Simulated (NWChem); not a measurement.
Species: C$_{6}$H$_{4}$Cl, doublet; SMILES c1c[c]c(cc1)Cl

All runs: NWChem. Spin-unrestricted. In the optimisation the excess spin sits in a' (Cs, its own frame). Structure relaxed at the B3LYP/6-31G* (spherical d), spin-unrestricted level. No stability test was run on the SCF state. Level: B3LYP/def2-SVP with SMD (1 M gas to 1 M solution), gas-phase geometry. Reactions with the solvent are ignored.

```tsv
solvent	dielectric constant	solvation free energy (kcal/mol)	cavity-dispersion-structure term (kcal/mol)	dipole in solution (D)
water	78.4	-0.2	3.0	2.89
methanol	32.6	-4.1	-1.0	2.87
toluene	2.37	-5.5	-3.8	2.47
chlorobenzene	5.70	-6.3	-3.7	2.71
acetonitrile	35.7	-5.1	-2.0	2.87
anisole	4.22	-5.2	-2.9	2.64
ethylene glycol	40.2	-1.3	1.9	2.88
```
